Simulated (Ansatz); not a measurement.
Cost and result for the atomization energy of C$_{3}$H$_{12}$N$_{2}$Si (`C[Si](C)(C)NN`) (18 atoms, 17 bonds).

Cartesian coordinates in Å:
```
C -1.655 0.046 -0.812
Si -0.029 0.229 0.108
C 0.279 2.021 0.542
C -0.110 -0.842 1.641
N 1.312 -0.265 -0.864
N 1.438 -1.544 -1.443
H -1.820 -0.986 -1.135
H -2.500 0.322 -0.175
H -1.680 0.683 -1.700
H 1.216 2.139 1.091
H -0.528 2.409 1.170
H 0.327 2.645 -0.354
H 0.793 -0.731 2.246
H -0.212 -1.900 1.381
H -0.971 -0.578 2.261
H 1.923 0.397 -1.312
H 1.629 -2.230 -0.724
H 0.585 -1.813 -1.922
```

The species carries charge 0 and has multiplicity 1. All single points use the PBE0-D4/def2-TZVP geometry. It is one conformer, not always the lowest. Program: Ansatz. All runs use 2 threads of an AMD EPYC 7R13 on a shared host and a share of an NVIDIA H100 80 GB. Times are those of one run each, without the atoms' runs, and a repeat can differ threefold. Electronic energies, without spin–orbit coupling; frozen cores. CCSD(T)/CBS adds CCSD(T) − MP2 in def2-TZVPP to the MP2 limit, and its time is that of the two runs behind it. T1 = 0.010. B3LYP takes the VWN-RPA correlation (the form of Gaussian; ORCA's B3LYP/G). HSE06 is the plane-wave form, built on full-range PBE exchange.

CCSD(T)/CBS is a level of theory with its own doubt, some kJ/mol a heavy atom from the limit and from the frozen cores, so smaller differences don't rank the functionals.

| level | functions | wall time | atomization (kcal/mol) | difference from CCSD(T)/CBS | per bond |
| --- | --- | --- | --- | --- | --- |
| CCSD(T)/def2-SVP | 148 | 2 s | 1480.4 | -94.6 | -5.6 |
| BLYP-D4/def2-TZVPP | 365 | 2.5 s | 1575.0 | 0.0 | 0.0 |
| revPBE-D4/def2-TZVPP | 365 | 2.5 s | 1567.0 | -8.0 | -0.5 |
| r2SCANh-D4/def2-TZVPP | 365 | 2.7 s | 1566.1 | -8.9 | -0.5 |
| B3LYP-D4/def2-TZVPP (with forces) | 365 | 2.9 s | 1581.2 | 6.2 | 0.4 |
| CAM-B3LYP-D4/def2-TZVPP | 365 | 3.2 s | 1587.0 | 12.0 | 0.7 |
| PBE-QIDH/def2-TZVPP | 365 | 3.3 s | 1562.6 | -12.4 | -0.7 |
| B97M-V/def2-TZVPP | 365 | 3.3 s | 1576.8 | 1.8 | 0.1 |
| HSE06-D4/def2-TZVPP | 365 | 3.4 s | 1579.8 | 4.8 | 0.3 |
| PBE-D4/def2-TZVPP (with forces) | 365 | 3.4 s | 1600.9 | 25.9 | 1.5 |
| MP2/def2-QZVPP | 715 | 5 s | 1568.4 | -6.6 | -0.4 |
| CCSD(T)/def2-TZVPP | 365 | 12 s | 1533.2 | -41.8 | -2.5 |
| CCSD(T)/CBS(def2) | – | 17 s | 1575.0 | 0.0 | 0.0 |

The D4 term adds +14.7 kcal/mol with B3LYP and +8.0 kcal/mol with PBE0; it sums over pairs of atoms, weighted by their polarisabilities, and B3LYP, whose exchange is more repulsive, gets the larger term. From PBE to PBE0 (25 % exact exchange), in def2-TZVPP and without D4, the atomization energy moves by −20.7 kcal/mol: exact exchange takes away binding that semilocal exchange gives to molecules. At CCSD(T), def2-SVP lies −94.6 kcal/mol from the extrapolated value and def2-TZVPP −41.8 kcal/mol: correlation converges slowly with the basis, and small sets miss more of it in the bonded molecule than in its fragments.
